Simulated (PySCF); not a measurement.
## ECD: `[C@@H]1(CF)CO[SiH2][C@@H]1F`, C₄H₈F₂OSi

Molfile (atoms numbered from 1):
```
C4H8F2OSi
     RDKit          3D

 16 16  0  0  0  0  0  0  0  0999 V2000
    2.5773    1.0060   -0.8568 F   0  0  0  0  0  0  0  0  0  0  0  0
    1.8621   -0.1216   -0.5338 C   0  0  0  0  0  0  0  0  0  0  0  0
    0.3732    0.1920   -0.4972 C   0  0  2  0  0  0  0  0  0  0  0  0
    0.0107    1.2037    0.5986 C   0  0  0  0  0  0  0  0  0  0  0  0
   -1.3804    1.1534    0.8237 O   0  0  0  0  0  0  0  0  0  0  0  0
   -2.0974   -0.2666    0.4729 Si  0  0  0  0  0  4  0  0  0  0  0  0
   -0.4860   -1.0454   -0.2460 C   0  0  2  0  0  0  0  0  0  0  0  0
    0.1126   -1.8427    0.7257 F   0  0  0  0  0  0  0  0  0  0  0  0
    2.0899   -0.8719   -1.2979 H   0  0  0  0  0  0  0  0  0  0  0  0
    2.2228   -0.4618    0.4414 H   0  0  0  0  0  0  0  0  0  0  0  0
    0.0703    0.6098   -1.4626 H   0  0  0  0  0  0  0  0  0  0  0  0
    0.2707    2.2242    0.3098 H   0  0  0  0  0  0  0  0  0  0  0  0
    0.5314    0.9530    1.5290 H   0  0  0  0  0  0  0  0  0  0  0  0
   -2.5014   -0.9882    1.6688 H   0  0  0  0  0  0  0  0  0  0  0  0
   -3.1079   -0.0578   -0.5541 H   0  0  0  0  0  0  0  0  0  0  0  0
   -0.5556   -1.6773   -1.1330 H   0  0  0  0  0  0  0  0  0  0  0  0
  1  2  1  0
  2  3  1  0
  3  4  1  0
  4  5  1  0
  5  6  1  0
  6  7  1  0
  7  8  1  0
  7  3  1  0
  2  9  1  0
  2 10  1  0
  3 11  1  6
  4 12  1  0
  4 13  1  0
  6 14  1  0
  6 15  1  0
  7 16  1  6
M  END
```

Level of theory: TDDFT wB97X-D/def2-SVPD circular dichroism and optical rotation, one conformer, gas phase (PySCF). Geometry: GFN2-xTB.

The molecule is flexible and this is one conformer; a measurement averages over conformers. Singlets 11 and 12 lie within 0.01 eV of each other, so their separate moments and overlaps can depend on how they mix.

(1) What are the CIP labels of the stereocentres?

(2) Which excitations and rotatory strengths does the calculation give?

## Answers

(1) C3 S, C7 S.

(2) Rotatory strengths R in 10⁻⁴⁰ esu² cm², velocity form and length form (origin at the centre of mass); f in length form.
```
state  E (eV)  λ (nm)      f  R (velocity)  R (length)                                    main
    1    7.26     171  0.009         -48.1       -46.8                          HOMO→LUMO 0.79
    2    7.53     165  0.037         +29.4       +30.1        HOMO−1→LUMO 0.75, HOMO→LUMO 0.10
    3    7.87     158  0.018         +22.4       +20.8                        HOMO→LUMO+1 0.63
    4    7.92     156  0.003          -6.8        -4.7    HOMO→LUMO+3 0.33, HOMO−1→LUMO+1 0.26
    5    8.24     150  0.021         +10.0        +9.1    HOMO−1→LUMO+1 0.44, HOMO→LUMO+3 0.18
    6    8.51     146  0.031         +12.0       +12.2    HOMO−1→LUMO+3 0.49, HOMO→LUMO+3 0.17
    7    8.57     145  0.036         +26.4       +26.8                        HOMO−2→LUMO 0.72
    8    8.74     142  0.021         +23.1       +22.1      HOMO→LUMO+2 0.57, HOMO→LUMO+4 0.09
    9    8.88     140  0.011          +0.3        +0.1                      HOMO−2→LUMO+1 0.60
   10    9.00     138  0.056         -68.9       -66.0    HOMO→LUMO+5 0.22, HOMO−1→LUMO+2 0.21
   11    9.13     136  0.046         +35.8       +35.7      HOMO→LUMO+4 0.36, HOMO→LUMO+5 0.17
   12    9.14     136  0.042         +26.6       +26.5    HOMO−1→LUMO+2 0.26, HOMO→LUMO+2 0.13
   13    9.20     135  0.009         +17.2       +17.6    HOMO→LUMO+5 0.17, HOMO−2→LUMO+3 0.15
   14    9.26     134  0.013         -36.8       -34.0    HOMO→LUMO+7 0.29, HOMO−1→LUMO+5 0.24
   15    9.34     133  0.041         +38.8       +37.2  HOMO−1→LUMO+4 0.25, HOMO−2→LUMO+3 0.17
   16    9.36     132  0.003          +2.1        +0.8    HOMO−2→LUMO+3 0.20, HOMO−3→LUMO 0.15
```

Among the states computed, the strongest CD band (largest |R|) is state 10. The largest dissymmetry factor in size, g = 4R/(D+G), with D and G the electric and magnetic dipole strengths, is -0.056 for state 1 (velocity form, f = 0.010), among bands with |R| over 0.5. The mirror image has the same energies and oscillator strengths and all R with the opposite sign.
